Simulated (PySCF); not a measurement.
## Radial density of Ne⁺ (neon, charge +1)

UHF, [He] 2s1 2p6, 2S determinant (an excited configuration). Calculation: PySCF 2.14, in aug-cc-pVQZ with one added diffuse shell each of s, p, d, f, g type (7s6p5d4f3g, 105 functions); no relativity, point nucleus.

```csv
r (bohr),4πr²ρ (e/bohr),4πr²(ρα − ρβ)
0.00241,0.04211,0.0013
0.00405,0.1151,0.0037
0.00682,0.3084,0.0098
0.0115,0.7949,0.0252
0.0193,1.926,0.0606
0.0324,4.195,0.1293
0.0546,7.675,0.2236
0.0918,10.56,0.2572
0.154,9.389,0.1087
0.260,5.795,0.0915
0.437,6.364,0.9011
0.735,7.067,1.3674
1.24,3.167,0.4039
2.08,0.3932,-0.0226
3.50,0.009463,-0.0028
```

Problem. Where is the radial spin density 4πr²(ρα − ρβ) most negative, and why is it negative at all?

Solution. Around r = 2.08 bohr, down to -0.0226 e/bohr: exchange with the open shell polarises the paired shells in an unrestricted calculation.
